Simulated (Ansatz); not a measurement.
Species: C$_{4}$H$_{2}$S$_{2}$, SMILES `C=C1c2ssc12` (charge 0, multiplicity 1), formula C4H2S2.

Problem. How many basis functions does Ansatz (a first-principles code) with frozen-core CCSD(T)/cc-pVTZ // B3LYP-D3(BJ)/def2-TZVP use, how many core orbitals are frozen, and how many electrons are correlated?

Solution. 216 basis functions and 14 frozen orbitals, which leaves 30 correlated electrons. Core time is of the order of minutes.
